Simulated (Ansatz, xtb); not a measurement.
## C2H6ClFSi: which of two isomers lies lower

Structure X is `C[Si@@H](Cl)CF`, a singlet and structure Y is `C[Si@@H](F)CCl`, a singlet. Both are isolated molecules in the gas phase, relaxed with PBE0-D3(BJ)/def2-SVP; the shapes shown needn't be the lowest conformers.

X (Å):

```xyz
11

C    -1.8285    1.5646   -1.4815
C    -0.4368   -1.1829   -1.4870
Cl   -3.2891   -0.9708   -0.0865
F     0.7389   -0.5304   -1.8177
Si   -1.5071    0.0220   -0.4916
H    -0.8645    2.0003   -1.7886
H    -2.4082    1.3316   -2.3875
H    -2.3821    2.3132   -0.8959
H    -0.8453    0.3285    0.8070
H    -0.9514   -1.4975   -2.4124
H    -0.2003   -2.0958   -0.9136
```

Y (Å):

```xyz
11

C    -0.2985   -2.4771   -2.3314
C     0.0516   -1.0173    0.3595
Cl   -0.8066   -2.3576    1.1899
F     1.7352   -0.5377   -1.8580
Si    0.9261   -1.7591   -1.1352
H    -0.9107   -3.2395   -1.8261
H    -0.9702   -1.6931   -2.7142
H     0.2071   -2.9472   -3.1881
H     1.9347   -2.7489   -0.6695
H    -0.6935   -0.2587    0.0780
H     0.7493   -0.5634    1.0777
```

Quicker runs give these differences E(Y) − E(X): GFN2-xTB −12.2 kcal/mol; HF/STO-3G +15.1 kcal/mol (at GFN2-xTB geometries); r2SCAN-D4/def2-SVP −14.3 kcal/mol (at GFN2-xTB geometries).

Q: Estimate E(Y) − E(X) at the level CCSD(T)/def2-SVP + ΔMP2/def2-TZVPP.

A: Calculated at CCSD(T)/def2-SVP + ΔMP2/def2-TZVPP: E(Y) − E(X) = −18.7 kcal/mol, so structure Y lies lower.

Level by level:

```tsv
level	geometry	E(Y) − E(X) (kcal/mol)	departure from the last row (kcal/mol)	job, with rough time for the two
GFN2-xTB	GFN2-xTB	−12.2	+6.5	optimisation, 0.11 s
HF/STO-3G	GFN2-xTB	+15.1	+33.8	single point, 0.28 s
r2SCAN-D4/def2-SVP	GFN2-xTB	−14.3	+4.4	single point, 2 s
PBE0-D3(BJ)/def2-SVP	PBE0-D3(BJ)/def2-SVP	−12.7	+5.9	optimisation, 23 s
HF/def2-SVP	PBE0-D3(BJ)/def2-SVP	−12.8	+5.9	part of the CCSD(T) run
MP2/def2-SVP	PBE0-D3(BJ)/def2-SVP	−16.6	+2.1	part of the CCSD(T) run
CCSD(T)/def2-SVP	PBE0-D3(BJ)/def2-SVP	−15.3	+3.4	single point
CCSD(T)/def2-SVP + ΔMP2/def2-TZVPP	PBE0-D3(BJ)/def2-SVP	−18.7		single point, 17 s
```

As drawn, Y has 1 F–Si, 1 C–Cl in place of 1 Cl–Si, 1 C–F.

HF/STO-3G puts the two in the other order. The largest departure from CCSD(T)/def2-SVP + ΔMP2/def2-TZVPP is that of HF/STO-3G, 33.8 kcal/mol. The last row adds to CCSD(T) the change of the MP2 difference between the two basis sets, here −3.4 kcal/mol, a large step that makes the value less sure.

With harmonic frequencies from PBE0-D3(BJ)/def2-SVP (ideal gas, rigid rotor, one conformer each, 298.15 K, 1 atm): on the last row, ΔE + ΔZPE = −18.9, ΔH = −18.9, ΔG = −18.8 kcal/mol.

The correlated steps freeze 13 core orbitals. Codes used: Ansatz 0.2.0, xtb 6.7.1; the last row on 2 threads of Intel(R) Xeon(R) 6975P-C (Granite Rapids) on a shared host.
